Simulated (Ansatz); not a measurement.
# A relaxation, step by step

SiH2O2F2, singlet, PBE0-D4/def2-TZVP (Ansatz 0.2.0). Settings:

```yaml
hamiltonian: {xc: pbe0, dispersion: d4}
relax: {f_tol: 0.005, max_steps: 200}
```

Start, a step off a saddle point along its unstable mode:

```json
{"atom": "Si1", "x (Å)": "-0.3644", "y (Å)": "0.0699", "z (Å)": "0.4735"}
{"atom": "O2", "x (Å)": "1.0109", "y (Å)": "-0.1955", "z (Å)": "-0.4776"}
{"atom": "O3", "x (Å)": "-1.1372", "y (Å)": "-0.8295", "z (Å)": "-0.5805"}
{"atom": "H4", "x (Å)": "-0.1339", "y (Å)": "-0.7767", "z (Å)": "-0.9920"}
{"atom": "F5", "x (Å)": "-0.6216", "y (Å)": "1.6230", "z (Å)": "0.5913"}
{"atom": "F6", "x (Å)": "-0.1617", "y (Å)": "-0.4172", "z (Å)": "1.9609"}
{"atom": "H7", "x (Å)": "1.4079", "y (Å)": "0.5261", "z (Å)": "-0.9755"}
```

| step | energy less the last (meV) | largest force component (eV/Å) |
| --- | --- | --- |
| 1 | 1691.3 | 2.371 |
| 2 | 1382.9 | 2.615 |
| 3 | 929.4 | 3.084 |
| 4 | 440.0 | 1.536 |
| 5 | 186.4 | 1.020 |
| 6 | 54.2 | 0.321 |
| 7 | 52.6 | 0.675 |
| 8 | 29.8 | 0.120 |
| 9 | 29.6 | 0.659 |
| 10 (rejected trial) | 38.8 | 1.366 |
| 11 | 14.3 | 0.105 |
| 12 | 4.5 | 0.074 |
| 13 | 3.0 | 0.243 |
| 14 | 2.9 | 0.335 |
| 15 | 0.2 | 0.027 |
| 16 (rejected trial) | 0.5 | 0.127 |
| 17 | 0.0 | 0.003 |
| 18 (rejected trial) | 0.0 | 0.011 |
| 19 | 0.0 | 0.005 |

Step 6, positions (Å) and forces (eV/Å):

```csv
atom,x,y,z,Fx,Fy,Fz
Si1,-0.175,0.074,0.366,0.321,0.309,0.287
O2,1.282,-0.003,-0.341,-0.030,0.106,-0.088
O3,-1.233,-0.834,-0.437,0.147,-0.181,-0.301
H4,-0.844,-1.187,-1.245,-0.291,-0.049,0.098
F5,-0.667,1.571,0.467,-0.021,0.050,-0.125
F6,-0.077,-0.413,1.859,-0.018,-0.126,-0.014
H7,1.713,0.791,-0.668,-0.108,-0.109,0.144
```

Step 8, positions (Å) and forces (eV/Å):

```csv
atom,x,y,z,Fx,Fy,Fz
Si1,-0.149,0.077,0.359,-0.015,-0.120,-0.076
O2,1.311,0.016,-0.337,-0.011,0.058,-0.060
O3,-1.215,-0.845,-0.426,0.033,0.005,0.045
H4,-0.953,-1.230,-1.263,0.004,0.039,0.032
F5,-0.652,1.572,0.428,-0.010,0.053,-0.018
F6,-0.071,-0.425,1.848,-0.002,0.002,0.012
H7,1.729,0.834,-0.610,0.001,-0.038,0.065
```

Step 12, positions (Å) and forces (eV/Å):

```csv
atom,x,y,z,Fx,Fy,Fz
Si1,-0.141,0.059,0.332,0.021,0.013,-0.008
O2,1.281,0.038,-0.440,-0.044,0.006,-0.002
O3,-1.172,-0.967,-0.359,0.025,-0.034,-0.069
H4,-1.082,-1.138,-1.299,-0.013,0.025,0.074
F5,-0.693,1.542,0.348,-0.015,-0.010,0.012
F6,-0.010,-0.367,1.842,-0.002,0.018,-0.021
H7,1.817,0.832,-0.423,0.027,-0.019,0.013
```

Last step (19):

```
atom    x (Å)    y (Å)    z (Å)
 Si1  -0.1375   0.0605   0.3158
  O2   1.2599   0.0812  -0.4961
  O3  -1.1397  -1.0121  -0.3429
  H4  -1.1566  -1.0998  -1.2962
  F5  -0.7528   1.5180   0.3426
  F6   0.0506  -0.3474   1.8248
  H7   1.8762   0.7996  -0.3478
```

Hardware: 4 CPU threads of an Arm Neoverse V2, shared host. Wall time about 29 s.
